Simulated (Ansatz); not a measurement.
Gas-phase electronic energies from Ansatz, PBE0-D4/def2-TZVP geometries. CCSD(T)/CBS is the MP2 limit (def2-TZVPP, def2-QZVPP) plus CCSD(T) − MP2 in def2-TZVPP, frozen cores. Functionals use def2-TZVPP. B3LYP here is the variant with VWN-RPA as its local correlation; programs differ in this. No spin–orbit coupling; open shells (•) take unrestricted orbitals. Each species was taken in one conformer, which may not be the lowest.

Reaction (homolysis of the Al–O bond): `C[O][Al]([F])[O][SiH3]` → `[F][Al][O][SiH3]`• + `C[O]`•

```json
{"level": "PBE-D4", "ΔE (kJ/mol)": "454.6", "difference from CCSD(T)/CBS": "-47.7"}
{"level": "PBE0-D4", "ΔE (kJ/mol)": "460.9", "difference from CCSD(T)/CBS": "-41.4"}
{"level": "B3LYP-D4", "ΔE (kJ/mol)": "466.1", "difference from CCSD(T)/CBS": "-36.2"}
{"level": "B3LYP", "ΔE (kJ/mol)": "456.3", "difference from CCSD(T)/CBS": "-46.0"}
{"level": "HF/def2-TZVPP", "ΔE (kJ/mol)": "363.3", "difference from CCSD(T)/CBS": "-139.0"}
{"level": "CCSD/def2-TZVPP", "ΔE (kJ/mol)": "482.6", "difference from CCSD(T)/CBS": "-19.7"}
{"level": "CCSD(T)/def2-TZVPP", "ΔE (kJ/mol)": "489.3", "difference from CCSD(T)/CBS": "-13.0"}
{"level": "MP2/def2-QZVPP", "ΔE (kJ/mol)": "527.6", "difference from CCSD(T)/CBS": "25.3"}
{"level": "MP2/CBS(def2)", "ΔE (kJ/mol)": "533.0", "difference from CCSD(T)/CBS": "30.7"}
{"level": "CCSD/CBS(def2)", "ΔE (kJ/mol)": "495.6", "difference from CCSD(T)/CBS": "-6.7"}
{"level": "CCSD(T)/CBS", "ΔE (kJ/mol)": "502.3", "difference from CCSD(T)/CBS": "0"}
```

Largest T1 diagnostic among the species: 0.019.

In def2-TZVPP, CCSD(T) changes the Hartree–Fock value by +126.1 kJ/mol (the triples alone add +6.7 kJ/mol) and MP2 by +156.8 kJ/mol; breaking electron pairs costs correlation energy, which Hartree–Fock lacks. The D4 term adds +9.8 kJ/mol with B3LYP and +5.7 kJ/mol with PBE0; it sums over pairs of atoms, weighted by their polarisabilities, and B3LYP, whose exchange is more repulsive, gets the larger term. From PBE to PBE0 (25 % exact exchange), in def2-TZVPP and without D4, ΔE moves by +6.9 kJ/mol.
